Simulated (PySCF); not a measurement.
## C₆ coefficients of unlike pairs at PBE

Calculated with PySCF 2.14 from the dipole response of each species, C₆(A,B) = (3/π) ∫ α_A(iu) α_B(iu) du, in atomic units, from isotropic polarisabilities. For ions this is the dispersion term alone; charge-induced terms of lower order in 1/R come first.

```json
{"species": "Ti²⁺", "configuration": "[Ar] 3d2 (3F)", "basis": "aug-cc-pVTZ-DK (8s7p5d3f2g)", "relativity": "spin-free X2C", "α (bohr³)": "5.315", "C₆ (like pair)": "15.78"}
{"species": "Kr", "configuration": "[Kr] (1S)", "basis": "dyall-av2z (16s12p8d)", "relativity": "none", "α (bohr³)": "16.15", "C₆ (like pair)": "126.3"}
{"species": "Ni", "configuration": "[Ar] 3d8 4s2 (3F)", "basis": "def2-TZVPPD (6s6p4d2f1g)", "relativity": "none", "α (bohr³)": "47.75", "C₆ (like pair)": "365.6"}
{"species": "C²⁺", "configuration": "[He] 2s2 (1S)", "basis": "x2c-TZVPPall with one added diffuse shell each of s, p, d type (6s4p3d1f)", "relativity": "spin-free X2C", "α (bohr³)": "4.213", "C₆ (like pair)": "6.470"}
```

(1) Estimate C₆ for C²⁺ with Kr.

No spin-orbit coupling is included.

The other pairs:

| pair | C₆ |
| --- | --- |
| Ni, Kr | 190.4 |
| C²⁺, Ni | 45.47 |
| C²⁺, Ti²⁺ | 9.653 |
| Kr, Ti²⁺ | 43.70 |
| Ni, Ti²⁺ | 63.49 |

Answers

(1) The integral gives 28.33. The combination rule 2 C_A C_B / (C_A α_B/α_A + C_B α_A/α_B) gives 28.30 and the geometric mean 28.59.
